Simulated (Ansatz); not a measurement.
Ideal-gas functions of Cl$_{2}$FHSeTi, SMILES `[F][Ti]([Cl])([Cl])[SeH]` at 600 K and 1 bar, from an Ansatz frequency run at PBE0-D4/def2-TZVP.

Molar mass 217.74 g/mol, point group Cs (symmetry number 1), electronic degeneracy 1, moments of inertia 334.092, 540.676, 654.123 u Å². Harmonic wavenumbers (cm⁻¹, unscaled): 95, 108, 127, 142, 142, 200, 324, 424, 484, 506, 791, 2419.

Use S(trans) = R[1.5 ln M + 2.5 ln T − 1.1517]; rotational temperatures θ = 24.2544 K / I; S(rot) = R[ln(√π/σ · √(T³/θAθBθC)) + 1.5]; for each mode x = 1.438777 ν̃/T, S = R[x/(eˣ − 1) − ln(1 − e⁻ˣ)] and H = RT x/(eˣ − 1); 1 cm⁻¹ = 0.0119627 kJ/mol; R = 8.31446 J/(mol·K).

Task: By hand: the entropy, in J/(mol·K).

Result: Translation 190.5. Rotation: θ = 0.0726, 0.0449, 0.0371 K, giving 134.5. Vibration, mode by mode: 20.63, 19.57, 18.23, 17.31, 17.31, 14.50, 10.62, 8.53, 7.53, 7.20, 4.14, 0.17, in all 145.7. Electronic 0.0. Sum 470.7 J/(mol·K).

Task: By hand: H − E and G − E in kJ/mol, counted from the electronic energy.

Result: Zero-point energy ½ × 5762 × 0.0119627 = 34.5; thermal vibration 38.5; translation, rotation and pV give 4 RT = 20.0. H − E = 93.0 kJ/mol, and G − E = 93.0 − 600 × 470.7/1000 = -189.4 kJ/mol.

Vibration gives 31 % of the entropy, 93.1 J/(mol·K) of it from the modes under 150 cm⁻¹: soft modes count most, and the harmonic formula is weakest for them. The sum counts one conformer and one mirror image; others add a mixing term.
